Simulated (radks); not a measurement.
Ionisation of the technetium ion Tc3+, [Kr] 4d4, to [Kr] 4d3 as the strength of local exchange is varied. Method: scalar-relativistic Kohn-Sham, Slater X-alpha exchange (alpha = 2/3 is LDA exchange), no correlation, spin-unpolarised, spherical densities, finite nucleus; Fermi nuclear charge, rms radius 4.4112 fm; computed with a radial shooting solver on a logarithmic mesh with Libxc functionals.

alpha = 0.667: E(Tc3+) (hartree) -4275.46712; exchange (hartree) -119.09599; IE (eV) 40.660; -e of the level emptied (eV) 33.833 (4d); <r> of it (bohr) 1.531
alpha = 0.67: E(Tc3+) (hartree) -4276.00372; exchange (hartree) -119.64568; IE (eV) 40.720; -e of the level emptied (eV) 33.889 (4d); <r> of it (bohr) 1.530
alpha = 0.749: E(Tc3+) (hartree) -4290.15680; exchange (hartree) -134.16587; IE (eV) 42.321; -e of the level emptied (eV) 35.385 (4d); <r> of it (bohr) 1.503
alpha = 0.809: E(Tc3+) (hartree) -4300.93513; exchange (hartree) -145.25182; IE (eV) 43.562; -e of the level emptied (eV) 36.549 (4d); <r> of it (bohr) 1.484
alpha = 0.932: E(Tc3+) (hartree) -4323.10931; exchange (hartree) -168.13424; IE (eV) 46.179; -e of the level emptied (eV) 39.011 (4d); <r> of it (bohr) 1.447

NIST Atomic Spectra Database: 41 +/- 1.7 eV (theoretical). The Delta-SCF value meets it near alpha = 0.68. Spin polarisation and multiplet splitting are left out, so open shells lie too high by an amount that depends on their filling.

Beside tabulated values, note that spin-unpolarised runs miss the spin-polarisation part of the exchange energy of open shells.
